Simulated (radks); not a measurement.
Results of a calculation; reference values are marked as such.
All-electron atom: V2+ in [Ne] 3p6 3d3 4s2 (not the ground configuration). Level of theory: scalar-relativistic Kohn-Sham, exchange-only B88, spin-unpolarised, spherical densities, finite nucleus; Fermi nuclear charge, rms radius 3.6002 fm (a radial shooting solver on a logarithmic mesh with Libxc functionals).

Local quantities along the radius. ELF = 1/(1 + alpha^2) is the electron localisation function; alpha = (tau - tau_W)/tau_unif compares the Pauli kinetic energy density with that of the uniform gas; r v_xc is r times the local exchange-correlation potential (hartree bohr); s = |grad rho|/(2 (3 pi^2)^(1/3) rho^(4/3)) is the reduced gradient. tau is taken from the large components.

r (bohr),ELF,alpha,r v_xc,s
0.002506,1.000,0.01527,-0.09075,0.4661
0.003263,1.000,0.01564,-0.1040,0.4510
0.004249,1.000,0.01636,-0.1212,0.4419
0.005533,1.000,0.01751,-0.1429,0.4383
0.007263,1.000,0.01935,-0.1709,0.4401
0.009457,1.000,0.02209,-0.2043,0.4475
0.01231,0.999,0.02636,-0.2442,0.4611
0.01603,0.999,0.03330,-0.2904,0.4824
0.02105,0.998,0.04570,-0.3435,0.5146
0.02741,0.995,0.06827,-0.3973,0.5590
0.03569,0.987,0.1144,-0.4488,0.6196
0.04647,0.954,0.2190,-0.4911,0.6969
0.06051,0.817,0.4727,-0.5185,0.7737
0.07942,0.478,1.045,-0.5316,0.7746
0.1034,0.281,1.599,-0.5458,0.5827
0.1347,0.383,1.270,-0.6178,0.3453
0.1753,0.665,0.7090,-0.7468,0.3186
0.2302,0.818,0.4722,-0.8342,0.4517
0.2997,0.790,0.5153,-0.8346,0.6644
0.3902,0.432,1.146,-0.7562,0.8725
0.5081,0.152,2.359,-0.6782,0.6069
0.667,0.396,1.236,-0.8133,0.2870
0.8685,0.646,0.7409,-0.9167,0.4603
1.131,0.555,0.8946,-0.8686,0.7574
1.473,0.253,1.717,-0.7414,1.030
1.933,0.171,2.203,-0.6512,0.9519
2.517,0.527,0.9475,-0.6283,1.053
3.277,0.888,0.3546,-0.5227,1.850
4.267,0.956,0.2153,-0.3798,3.967
5.601,0.945,0.2420,-0.2585,11.06
7.294,0.793,0.5104,-0.1671,41.46

On this mesh the ELF has minima near r = 0.10, 0.51, 1.7 bohr, which separate the shells, and maxima near 0.26 (0.83), 0.87 (0.65), 4.9 (0.96).

Self-consistent cycle (total energy in hartree, residual of the potential): 1: -941.436242, 3e+00; 2: -941.899725, 2e+00; 3: -942.074790, 2e-01; 4: -942.077292, 5e-02; 5: -942.077769, 2e-03; 6: -942.077780, 1e-03; 7: -942.077780, 4e-04; 8: -942.077780, 3e-04; 9: -942.077780, 1e-04; 10: -942.077779, 2e-05; 11: -942.077779, 1e-05; 12: -942.077779, 5e-06; 13: -942.077779, 3e-06; 14: -942.077779, 8e-08; 15: -942.077779, 1e-08; 16: -942.077779, 9e-09; 17: -942.077779, 6e-09; 18: -942.077779, 3e-09.
